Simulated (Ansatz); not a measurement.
Saddle point of GeH6OF2, singlet (GeH₄O ([OH][GeH3]) + HF + HF → GeH₃F ([F][GeH3]) + H₂O + HF; bonds formed: Ge1–F7, O2–H8, H6–F9; bonds broken: Ge1–O2, H6–F7, H8–F9), PBE0-D4/def2-TZVP structure:

```
atom    x (Å)    y (Å)    z (Å)
 Ge1  -0.9689  -0.6069  -0.3528
  O2  -0.1294   1.0650   0.2549
  H3  -0.4079  -1.2023  -1.6450
  H4  -1.5406  -1.4768   0.7624
  H5  -2.1518   0.3148  -0.8142
  H6   1.7061  -0.3675   0.5546
  F7   0.8473  -1.2221   0.4451
  H8   0.9004   1.0572   0.4004
  F9   2.1911   0.5876   0.5925
 H10  -0.4463   1.8510  -0.1977
```

Energies are electronic, without zero-point energy. Barriers and step energies count from the start structure reached by relaxing down the imaginary mode; all methods use the PBE0-D4 structures, on which another method's saddle can fall below an end. Program: Ansatz 0.2.0. Basis: def2-TZVPP, with def2-QZVPP for the basis limit. Cores are frozen in the correlated methods. Filled d shells of the heavier atoms are correlated. The def2 sets are not built for correlating such inner shells, so the correlated values are less sure here. B3LYP uses VWN-RPA correlation. Extrapolation: Hartree–Fock as exp(−7.88 √X), correlation as X^−2.97.

```json
{"method": "SPW92", "barrier (eV)": "0.156", "step energy (eV)": "0.065"}
{"method": "PBE-D4", "barrier (eV)": "0.472", "step energy (eV)": "-0.075"}
{"method": "BLYP-D4", "barrier (eV)": "0.556", "step energy (eV)": "-0.128"}
{"method": "r2SCAN-D4", "barrier (eV)": "0.477", "step energy (eV)": "-0.119"}
{"method": "B97M-V", "barrier (eV)": "0.579", "step energy (eV)": "-0.224"}
{"method": "PBE0-D4", "barrier (eV)": "0.567", "step energy (eV)": "-0.091"}
{"method": "B3LYP-D4", "barrier (eV)": "0.612", "step energy (eV)": "-0.135"}
{"method": "r2SCAN0-D4", "barrier (eV)": "0.558", "step energy (eV)": "-0.120"}
{"method": "BHLYP-D4", "barrier (eV)": "0.693", "step energy (eV)": "-0.171"}
{"method": "CAM-B3LYP-D4", "barrier (eV)": "0.571", "step energy (eV)": "-0.127"}
{"method": "wB97X-V", "barrier (eV)": "?", "step energy (eV)": "-0.149"}
{"method": "wB97M-V", "barrier (eV)": "0.572", "step energy (eV)": "-0.159"}
{"method": "B2PLYP", "barrier (eV)": "0.649", "step energy (eV)": "-0.133"}
{"method": "PBE-QIDH", "barrier (eV)": "?", "step energy (eV)": "-0.096"}
{"method": "RPA on PBE", "barrier (eV)": "0.677", "step energy (eV)": "-0.126"}
{"method": "HF", "barrier (eV)": "?", "step energy (eV)": "-0.296"}
{"method": "MP2", "barrier (eV)": "0.680", "step energy (eV)": "-0.085"}
{"method": "CCSD", "barrier (eV)": "0.749", "step energy (eV)": "-0.141"}
{"method": "CCSD(T)", "barrier (eV)": "0.689", "step energy (eV)": "-0.116"}
```

Fill in the withheld barriers. (To be estimated.)

The calculation gives: wB97X-V 0.598; HF 1.011; PBE-QIDH 0.633 eV. Each is the energy of the saddle less that of the start structure, by the same method.

For comparison, the barrier by CCSD(T) at an estimated basis limit (MP2 extrapolated from triple and quadruple zeta, plus CCSD(T) − MP2 in triple zeta) is 0.712 eV.

T1 diagnostic: at most 0.012.

Steps of this kind, hydrogen fluoride cutting a network bond, underlie vapour etching and the fluorination step of atomic layer etching.

Labels in which every atom is bracketed show which atoms are joined, not bond orders.

For scale, one of the runs: CCSD(T)/def2-TZVPP, 225 basis functions, launched by `ansatz run in.yaml --threads 8 --pin off --events-out ev --progress --plain --max-ram 19148MiB`. Time: 57 s of wall clock on 8 CPU threads of an Intel Xeon Platinum 8259CL; the host was shared. Peak host memory: 4.1 GiB.
